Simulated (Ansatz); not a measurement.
Problem. Name a neutral molecule of C, Ge, N, Si and H with LUMO energy (ωB97M-V/def2-TZVPP) between 0.45 and 0.75 eV and size of the dipole moment (B3LYP/def2-TZVPP) between 0.95 and 1.25 D (Ansatz, PBE0-D4/def2-TZVP geometry).

Solution. `[SiH3]/N=[CH]\[GeH3]` (0.74 eV, 1.03 D). Other molecules can fit too; these were computed, each in one conformer that needn't be the lowest.

B3LYP here is the variant with VWN-RPA as its local correlation; programs differ in this.
